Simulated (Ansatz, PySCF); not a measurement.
Dimer: hydrogen isocyanide (SMILES [C-]#[NH+]) (first 3 atoms) with hydrogen isocyanide (SMILES [C-]#[NH+]); geometry from B3LYP-D3(BJ)/def2-TZVP, rigid monomers moved along the line of their centres of mass till H3···C4 is 1.85 Å.
(charge 0, multiplicity 1):
```xyz
6

C     -0.217     0.394    -1.131
N     -0.116     0.330     0.026
H     -0.028     0.275     1.036
C      0.131     0.175     2.874
N      0.231     0.112     4.027
H      0.318     0.059     5.020
```

Counterpoise-corrected where a basis set is named; no monomer relaxation.

Cores are frozen in the correlated methods. CBS: X⁻³ extrapolation of the correlation energy, Hartree–Fock from the larger set.

Programs: Ansatz (a first-principles code); PySCF for the dispersion terms. Each number belongs to the level named beside it.

PBE/def2-TZVPPD gives -6.95 kcal/mol for the interaction energy.

### Question
How do the other levels lie against it? Give each less PBE: PBE-D3(BJ)/def2-TZVPPD, r2SCAN/def2-TZVPPD, B3LYP/def2-TZVPPD, wB97M-V/def2-TZVPPD, MP2/CBS(aug-cc-pVDZ, aug-cc-pVTZ), CCSD(T)/CBS(aug-cc-pVDZ, aug-cc-pVTZ).

### Answer
PBE-D3(BJ)/def2-TZVPPD -0.71; r2SCAN/def2-TZVPPD 0.59; B3LYP/def2-TZVPPD 1.18; wB97M-V/def2-TZVPPD 1.02; MP2/CBS(aug-cc-pVDZ, aug-cc-pVTZ) -0.43; CCSD(T)/CBS(aug-cc-pVDZ, aug-cc-pVTZ) 0.43 kcal/mol. 4 of 6 lie above PBE; the widest gap is to B3LYP/def2-TZVPPD.
